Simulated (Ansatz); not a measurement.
## Molecular dynamics of AlClFH₂N

The input (input.yaml):

```yaml
crystal:
  periodic: [false, false, false]
  atoms:
    - { symbol: Al, position_ang: [0.06721, 0.03913, -0.001861] }
    - { symbol: Cl, position_ang: [-0.008991, -0.526756, 2.008034] }
    - { symbol: "N", position_ang: [1.571717, -0.005853, -0.899017] }
    - { symbol: H, position_ang: [2.463841, -0.298568, -0.514318] }
    - { symbol: H, position_ang: [1.67884, 0.255464, -1.873892] }
    - { symbol: F, position_ang: [-1.330017, 0.536583, -0.743946] }
basis:
  gaussian: { orbitals: def2-SVP }
hamiltonian:
  xc: r2scan
  dispersion: d4
md:
  timestep: 1.0
  n_steps: 100
  ensemble: nve
  temperature: 3000.0
  initial_velocities: maxwell_boltzmann
  seed: 245692
```

Command:

```bash
$ ansatz run input.yaml --threads 1 --pin off --max-ram 2048MiB --backend cpu --events-out ev --progress --plain --runs-dir out
```

It starts from a relaxed structure.

Output, in part (step lines, the closing report, with atoms numbered from 0):

```
md step     0: t =     0.00 fs  T =  3000.0 K  F+E_penalty+E_count = -23351.38090537 eV  E_kin = 1.551120 eV  conserved = -23349.82978538 eV  (26 SCF iters)
[... lines left out ...]
Total energy: -23351.13458488 eV, -858.1383680269 hartree
Atom 0 at     0.179745     0.148034    -0.000087 Å, force    -1.563762    -0.682534     0.295799 eV/Å
Atom 1 at    -0.097989    -0.533291     1.997774 Å, force     0.468534     0.256843    -0.440268 eV/Å
Atom 2 at     1.600298    -0.024044    -0.996041 Å, force     0.869899    -0.469370     0.592450 eV/Å
Atom 3 at     2.434025    -0.539925    -0.702539 Å, force    -0.327802     0.039974     0.327615 eV/Å
Atom 4 at     1.905356     0.453449    -1.818126 Å, force    -0.275440     0.567360    -0.806512 eV/Å
Atom 5 at    -1.355281     0.409825    -0.648760 Å, force     0.828570     0.287727     0.030915 eV/Å
Dipole moment:     0.703944     0.180280    -0.307243 e Å
```

The steps, from the saved trajectory:

```json
{"time (fs)": "0", "T (K)": "3000", "potential energy less start (eV)": "0.000", "conserved less start (meV/atom)": "0.00"}
{"time (fs)": "3", "T (K)": "2625", "potential energy less start (eV)": "0.194", "conserved less start (meV/atom)": "0.00"}
{"time (fs)": "6", "T (K)": "1914", "potential energy less start (eV)": "0.566", "conserved less start (meV/atom)": "0.67"}
{"time (fs)": "9", "T (K)": "1656", "potential energy less start (eV)": "0.696", "conserved less start (meV/atom)": "0.26"}
{"time (fs)": "12", "T (K)": "1462", "potential energy less start (eV)": "0.796", "conserved less start (meV/atom)": "0.10"}
{"time (fs)": "15", "T (K)": "1039", "potential energy less start (eV)": "1.017", "conserved less start (meV/atom)": "0.60"}
{"time (fs)": "18", "T (K)": "819", "potential energy less start (eV)": "1.132", "conserved less start (meV/atom)": "0.67"}
{"time (fs)": "21", "T (K)": "1186", "potential energy less start (eV)": "0.942", "conserved less start (meV/atom)": "0.67"}
{"time (fs)": "24", "T (K)": "1694", "potential energy less start (eV)": "0.674", "conserved less start (meV/atom)": "-0.13"}
{"time (fs)": "27", "T (K)": "1590", "potential energy less start (eV)": "0.726", "conserved less start (meV/atom)": "-0.48"}
{"time (fs)": "30", "T (K)": "968", "potential energy less start (eV)": "1.061", "conserved less start (meV/atom)": "1.79"}
{"time (fs)": "33", "T (K)": "1509", "potential energy less start (eV)": "0.769", "conserved less start (meV/atom)": "-0.29"}
{"time (fs)": "36", "T (K)": "1987", "potential energy less start (eV)": "0.524", "conserved less start (meV/atom)": "-0.03"}
{"time (fs)": "39", "T (K)": "1952", "potential energy less start (eV)": "0.545", "conserved less start (meV/atom)": "0.47"}
{"time (fs)": "42", "T (K)": "1628", "potential energy less start (eV)": "0.708", "conserved less start (meV/atom)": "-0.16"}
{"time (fs)": "45", "T (K)": "1031", "potential energy less start (eV)": "1.021", "conserved less start (meV/atom)": "0.55"}
{"time (fs)": "48", "T (K)": "496", "potential energy less start (eV)": "1.296", "conserved less start (meV/atom)": "0.28"}
{"time (fs)": "51", "T (K)": "490", "potential energy less start (eV)": "1.303", "conserved less start (meV/atom)": "0.88"}
{"time (fs)": "54", "T (K)": "1219", "potential energy less start (eV)": "0.923", "conserved less start (meV/atom)": "0.36"}
{"time (fs)": "57", "T (K)": "1866", "potential energy less start (eV)": "0.587", "conserved less start (meV/atom)": "0.17"}
{"time (fs)": "60", "T (K)": "2359", "potential energy less start (eV)": "0.335", "conserved less start (meV/atom)": "0.68"}
{"time (fs)": "63", "T (K)": "2296", "potential energy less start (eV)": "0.362", "conserved less start (meV/atom)": "-0.24"}
{"time (fs)": "66", "T (K)": "1683", "potential energy less start (eV)": "0.682", "conserved less start (meV/atom)": "0.22"}
{"time (fs)": "69", "T (K)": "1585", "potential energy less start (eV)": "0.741", "conserved less start (meV/atom)": "1.60"}
{"time (fs)": "72", "T (K)": "2160", "potential energy less start (eV)": "0.429", "conserved less start (meV/atom)": "-0.81"}
{"time (fs)": "75", "T (K)": "1818", "potential energy less start (eV)": "0.613", "conserved less start (meV/atom)": "0.36"}
{"time (fs)": "78", "T (K)": "1306", "potential energy less start (eV)": "0.878", "conserved less start (meV/atom)": "0.40"}
{"time (fs)": "81", "T (K)": "955", "potential energy less start (eV)": "1.057", "conserved less start (meV/atom)": "0.01"}
{"time (fs)": "84", "T (K)": "881", "potential energy less start (eV)": "1.102", "conserved less start (meV/atom)": "1.10"}
{"time (fs)": "87", "T (K)": "1378", "potential energy less start (eV)": "0.838", "conserved less start (meV/atom)": "-0.14"}
{"time (fs)": "90", "T (K)": "1783", "potential energy less start (eV)": "0.631", "conserved less start (meV/atom)": "0.40"}
{"time (fs)": "93", "T (K)": "2015", "potential energy less start (eV)": "0.513", "conserved less start (meV/atom)": "0.53"}
{"time (fs)": "96", "T (K)": "2355", "potential energy less start (eV)": "0.333", "conserved less start (meV/atom)": "-0.10"}
{"time (fs)": "99", "T (K)": "2483", "potential energy less start (eV)": "0.274", "conserved less start (meV/atom)": "1.11"}
```

All steps were run. The conserved energy stayed within 1.8 meV per atom of its start (net change -0.2 meV per atom), so the integration is sound. Over the second half the temperature averaged 0.56 of the 3000 K drawn at the start: a run that starts near a minimum puts about half its kinetic energy into the potential. A run of 0.1 ps of so small a system gives no equilibrium averages.

The same pairs are bonded in the first frame and the last. Pairs count as bonded within 1.25 times the sum of covalent radii (0.12 Å more for H–H).

Last frame:

```xyz
6
Properties=species:S:1:pos:R:3
Al 0.180 0.148 0.000
Cl -0.098 -0.533 1.998
N 1.600 -0.024 -0.996
H 2.434 -0.540 -0.703
H 1.905 0.453 -1.818
F -1.355 0.410 -0.649
```

Time of the run: 3.8 min on 1 thread of Intel(R) Xeon(R) Platinum 8488C (Sapphire Rapids), with other jobs on the host, peak memory 0.15 GiB.
